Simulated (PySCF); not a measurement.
Give a GFN2-xTB geometry of `Oc1ccncc1` (4-hydroxypyridine).

```xyz
12
C5H5NO angstrom
O      2.1483   -0.7216   -0.2474
C      0.8666   -0.3142   -0.1074
C     -0.1607   -1.2312   -0.3229
C     -1.4641   -0.7961   -0.1742
N     -1.7958    0.4406    0.1602
C     -0.8179    1.3051    0.3624
C      0.5248    0.9886    0.2447
H      2.7537    0.0091   -0.0683
H      0.0750   -2.2463   -0.5968
H     -2.2927   -1.4734   -0.3313
H     -1.1258    2.3062    0.6342
H      1.2898    1.7325    0.4207
```

Any rigid rotation of these coordinates is as good. Atoms count from 1 in this order. N5 (pyridine-type nitrogen) is bent (angle 117.7°). Of the pairs four or more bonds apart, H8···H12 is among the closest relative to their van der Waals radii: 2.31 Å, 96 % of the sum of Bondi's values. The 6-membered ring C2–C3–C4–N5–C6–C7 has internal angles of 117.7° to 123.9°; it is planar, 0.00 Å rms from its mean plane, widest ring torsion 0°. The 7 heavy atoms lie in one plane (0.000 Å rms).

Bonds between heavy atoms (Å): O1–C2 1.352, C2–C3 1.394, C3–C4 1.382, C4–N5 1.323, N5–C6 1.321, C6–C7 1.384, C2–C7 1.392.

Computed geometry: GFN2-xTB, gas phase.

Point group: Cs (every atom within 0.08 Å of its image). No GFN2-xTB frequencies stand behind this structure, so it isn't proved a minimum. One conformer, not necessarily the lowest (H–O1–C2–C3 180°).
